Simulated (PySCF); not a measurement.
**17O chemical shifts**

- geometry from GFN2-xTB
- σ from GIAO-PBE0/pcSseg-1
- code: PySCF
- a single conformation, non-relativistic, equivalent nuclei averaged, no solvent model

Shieldings were converted by a linear fit to measured shifts: 17O (scatter 10.7 ppm rms, 12.2 ppm with the 3 outliers that the fit left out vs liquid water, solution or neat liquid). A few per cent of atoms miss by over 2 rms, more outside the fitted compound classes.

Question: Give the 17O shifts of `COC1CPC1`, `C=CC[P@H](C)=O`, `C=C(CO)[Si@@H](O)[SiH2]NC`, `C=C[C@@H]1C[C@@]1(OC)C(=O)Cl`, `CCC[C@@H]1C=C[C@@H]1NC=O`.

Answer: 
| compound | environment | δ (ppm) |
| --- | --- | --- |
| COC1CPC1 | ether oxygen | 27.8 |
| C=CC[P@H](C)=O | P=O oxygen | 45.4 |
| [CH2:1]=[C:2]([CH2:3][OH:4])[Si@@H:5]([OH:6])[SiH2:7][NH:8][CH3:9] | O4: alcohol oxygen | -13.9 |
| [CH2:1]=[C:2]([CH2:3][OH:4])[Si@@H:5]([OH:6])[SiH2:7][NH:8][CH3:9] | O6: oxygen bonded to Si, H | -31.8 |
| [CH2:1]=[CH:2][C@@H:3]1[CH2:4][C@@:5]1([O:6][CH3:7])[C:8](=[O:9])[Cl:10] | O9: carbonyl oxygen | 459.7 |
| [CH2:1]=[CH:2][C@@H:3]1[CH2:4][C@@:5]1([O:6][CH3:7])[C:8](=[O:9])[Cl:10] | O6: ether oxygen | -5.9 |
| CCC[C@@H]1C=C[C@@H]1NC=O | amide-type carbonyl oxygen | 343.3 |

Question: Order these by 17O shift, lowest first.
A. O=C1C[C@@H](C(F)(F)F)CN1
B. O=C[Si@@H]1C[C@@H](C[SiH3])[SiH2]1
C. C=CP(C)(C)=O
D. C/C=N/C=C/OC(F)(F)F

Answer: C (42.1 ppm, P=O oxygen), D (104.0 ppm, ether oxygen), A (327.4 ppm, amide-type carbonyl oxygen), B (828.4 ppm, carbonyl oxygen).

In solution the two oxygens of a carboxylic acid give one averaged line by proton exchange, and hydrogen bonding shields acid and N–H amide carbonyl oxygens by tens of ppm; neither is in these numbers.
